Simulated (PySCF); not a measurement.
Molecule: SMILES [SiH3]Cc1ccoc1, C5H8OSi.

Geometry (Å), atoms numbered from 1 in this order:
```xyz
15

Si   -2.166    0.669    0.199
C    -0.978   -0.822    0.319
C     0.403   -0.435   -0.063
C     1.352    0.245    0.751
C     2.458    0.419   -0.017
O     2.272   -0.093   -1.243
C     1.024   -0.607   -1.264
H    -2.238    1.106   -1.195
H    -3.487    0.247    0.670
H    -1.663    1.757    1.038
H    -1.326   -1.622   -0.335
H    -0.976   -1.211    1.338
H     1.216    0.549    1.769
H     3.407    0.874    0.187
H     0.698   -1.068   -2.175
```

Frames of a GFN2-xTB Langevin trajectory at 300 K; GIAO PBE0/pcSseg-1 shieldings in PySCF 2.14, gas phase, non-relativistic; equivalent atoms averaged within each frame.

Shifts are taken against calculated references (same method and geometry level): $^{29}$Si (σ = 349.16 ppm), $^{13}$C (σ = 186.93 ppm), $^{1}$H (σ = 31.72 ppm) vs TMS; $^{17}$O (σ = 336.08 ppm) vs H2O. The references are static minima.

How do the shifts (ppm) fluctuate along the trajectory?

Answers


```
         time (fs)    Si1     C5     C7     C3     C4    C2     O6   H14   H15   H13
optimised geometry  -64.8  148.2  142.9  129.9  118.1   8.7  299.2  7.45  7.33  6.52
               250  -72.2  152.2  145.3  124.0  113.4  12.7  325.2  7.66  6.92  6.75
               425  -67.5  146.6  144.9  132.8  118.4  10.8  287.2  7.41  7.49  6.01
               625  -67.7  149.6  140.4  134.6  119.1   7.3  294.9  7.32  8.15  6.59
               800  -72.8  149.4  161.6  131.4  116.0   6.4  326.1  7.94  6.89  6.53
              1000  -64.2  149.9  146.1  133.5  126.3  10.6  307.1  7.77  7.35  7.64
    mean of frames  -68.9  149.5  147.7  131.2  118.6   9.6  308.1  7.62  7.36  6.70
standard deviation    3.6    2.0    8.1    4.2    4.8   2.6   17.5  0.25  0.51  0.59
```

5 frames give an uncertainty of the mean of about the standard deviation over 2.2 at best, since frames this close in time may not be independent; classical motion lacks zero-point vibration, and the reference would need the same averaging.
